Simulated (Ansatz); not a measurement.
## Reading a saddle point

A first-order saddle point of SiNH₇Cl₂O, closed shell, PBE0-D4/def2-TZVP, with one imaginary mode of 1311i cm⁻¹:

| atom | x (Å) | y (Å) | z (Å) |
| --- | --- | --- | --- |
| Si1 | -1.0682 | -0.3308 | -0.3066 |
| H2 | -0.2161 | -0.9803 | 1.0528 |
| Cl3 | -0.1394 | -1.8133 | -1.4277 |
| Cl4 | -2.1644 | 0.5504 | -1.9311 |
| H5 | -2.2607 | -0.6086 | 0.5167 |
| H6 | 1.2182 | 0.5213 | 0.2647 |
| N7 | -0.0040 | 1.1150 | -0.0587 |
| H8 | 0.8155 | -0.7864 | 1.0049 |
| O9 | 1.8533 | -0.2537 | 0.7894 |
| H10 | -0.0888 | 1.7668 | -0.8311 |
| H11 | -0.2599 | 1.6112 | 0.7912 |
| H12 | 2.3143 | -0.7918 | 0.1356 |

Program: Ansatz 0.2.0. Basis: def2-TZVPP and def2-QZVPP. Cores are frozen in the correlated methods. Extrapolation: Hartree–Fock as exp(−7.88 √X), correlation as X^−2.97.

(1) Which contacts change along the imaginary mode, and what lies on either side? (A judgement: the text doesn't fix the answer.)

(2) Which side is lower, and how far does the saddle lie above each? (An estimate is asked for; the value comes from the calculation.)

T1 diagnostic: at most 0.010.

Answers

(1) Computed: The step is SiH₂Cl₂ ([Cl][SiH2][Cl]) + H₂O + NH₃ → SiNH₃Cl₂ ([NH2][SiH]([Cl])[Cl]) + H₂O + H₂, with the molecules in contact on both sides. Shortening one way: Si1–N7, H2–H8, H6–O9; lengthening the same way: Si1–H2, H6–N7, H8–O9.
```
  pair  one side (Å)  saddle (Å)  other side (Å)
Si1–N7          2.16        1.81            1.71
 H2–H8          3.61        1.05            0.75
 H6–O9          1.95        1.13            0.97
Si1–H2          1.48        1.73            4.02
 H6–N7          1.02        1.40            2.07
 H8–O9          0.96        1.19            2.55
```

(2) The calculation gives: The side with Si1–N7, H2–H8, H6–O9 short is lower by 4.47 kcal/mol; the saddle lies 41.97 kcal/mol above it and 37.50 kcal/mol above the other (CCSD(T) at an estimated basis limit (MP2 extrapolated from triple and quadruple zeta, plus CCSD(T) − MP2 in triple zeta); electronic energies).

Labels in which every atom is bracketed show which atoms are joined, not bond orders.

For scale, one of the runs: CCSD(T)/def2-TZVPP, 286 basis functions, launched by `ansatz run in.yaml --threads 8 --pin off --events-out ev --progress --plain --max-ram 19148MiB`. Hardware: 8 CPU threads of an Intel Xeon, shared host. Wall time 3.1 min; peak host memory 8.4 GiB.
